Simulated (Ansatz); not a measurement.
Geometry optimisation, RKS BLYP/def2-SVP in Ansatz 0.2.0.

Input file:

```yaml
crystal:
  periodic: [false, false, false]
  atoms:
    - { symbol: Zn, position_ang: [-0.8356, -0.5126, -0.7404] }
    - { symbol: Br, position_ang: [1.3645, -1.9649, 0.2784] }
    - { symbol: Cl, position_ang: [-2.3418, 0.2211, -1.9953] }
    - { symbol: H, position_ang: [1.1962, -0.0295, 0.7213] }
    - { symbol: O, position_ang: [0.357, 0.8828, 0.4684] }
    - { symbol: H, position_ang: [0.2597, 1.4032, 1.2676] }
basis:
  gaussian: { orbitals: def2-SVP }
hamiltonian:
  xc: blyp
relax:
  f_tol: 0.15
  max_steps: 25
  restrain:
    - { distance: [0, 4], at: 1.88, k: 30.0 }
    - { distance: [3, 1], at: 1.51, k: 30.0 }
    - { distance: [0, 1], at: 3.72, k: 30.0 }
    - { distance: [3, 4], at: 2.27, k: 30.0 }
```

Command:

```bash
$ ansatz run input.yaml --threads 2 --pin off --max-ram 3072MiB --backend cpu --events-out ev --progress --plain --runs-dir out
```

Task: Where does it end, and by what steps?

Result: The forces met the threshold. The restraints hold the end off the free minimum. After 8 steps the energy has risen by 0.067 eV (the restraints' own energy left out); Zn1 moved furthest, 0.96 Å. Parted: Zn1–Br2. Joined: Br2–H4.

| step | energy less start (eV) | largest force component (eV/Å) | accepted |
| --- | --- | --- | --- |
| 0 | 0.0000 | 3.159 | yes |
| 1 | 0.9244 | 3.111 | yes |
| 2 | 1.1646 | 3.489 | yes |
| 3 | 0.7384 | 2.163 | yes |
| 4 | 0.3862 | 0.972 | yes |
| 5 | 0.2087 | 0.571 | yes |
| 6 | 0.1298 | 0.773 | yes |
| 7 | 0.1257 | 1.091 | yes |
| 8 | 0.0669 | 0.655 | yes |

```xyz
6
Properties=species:S:1:pos:R:3
Zn -0.955 0.436 -0.665
Br 1.550 -2.108 0.382
Cl -2.383 -0.250 -2.076
H 1.512 -0.637 0.590
O 0.301 1.262 0.424
H -0.026 1.297 1.345
```

Whether the end is a true minimum wasn't checked by a vibrational analysis.

Time of the run: 25 s on 2 threads of Arm Neoverse V2, on a shared host, peak memory 0.17 GiB.
